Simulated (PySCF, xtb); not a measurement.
TiOF, SMILES [O]=[Ti][F] (connectivity only; charge and spin as stated), neutral, multiplicity 2.

Harmonic wavenumbers (cm⁻¹) from xtb with GFN2-xTB at its own minimum, in rising order: 123, 535, 900.

Question: What does PBE0-D3(BJ)/def2-TZVP run with PySCF give at its own minimum? (Estimate from the structure and the level; the computed values follow.)

Answer: 130, 655, 1050. Paired by order, the mean absolute difference is 92 cm⁻¹ and the zero-point energies are 2.2 and 2.6 kcal/mol.
